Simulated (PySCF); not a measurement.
GeF₄ + SiF₂ → GeF₂ + SiF₄

Level: PBE0 in the def2-TZVP basis family, all electrons, no relativity, computed in PySCF with density fitting; open shells unrestricted.

```
species                             state and structure  ZPE (kJ/mol)  H(298 K) − H(0) (kJ/mol)  S° (J/(mol K))
   GeF₄                  singlet, Td, Ge–F 1.692 Å (×4)          25.8                      17.4           303.3
   SiF₂  singlet, C2v, Si–F 1.601 Å (×2); F–Si–F 100.6°          12.3                      11.2           256.9
   GeF₂   singlet, C2v, Ge–F 1.745 Å (×2); F–Ge–F 97.1°           9.7                      11.8           271.2
   SiF₄                  singlet, Td, Si–F 1.562 Å (×4)          33.4                      15.4           283.2
```

Question: Is the gas-phase reaction uphill or downhill in electronic energy at this level, and by how much?

Answer: At PBE0/def2-TZVP, ΔE = -296.8 kJ/mol, downhill. The heavier germanium gives up the higher oxidation state, the inert-pair effect.

Question: Add zero-point, thermal and entropy terms for 298.15 K and 1 bar.

Answer: ΔZPE = 5.0 and Δ[H(298) − H(0)] = -1.4 kJ/mol give ΔH° = -293.2 kJ/mol. ΔS° = -5.8 J/(mol K), so ΔG° = -293.2 − 298.15 × (-0.0058) = -291 kJ/mol.

Only the bonding shown was studied: isomers, or loss of a ligand pair, can lie lower.
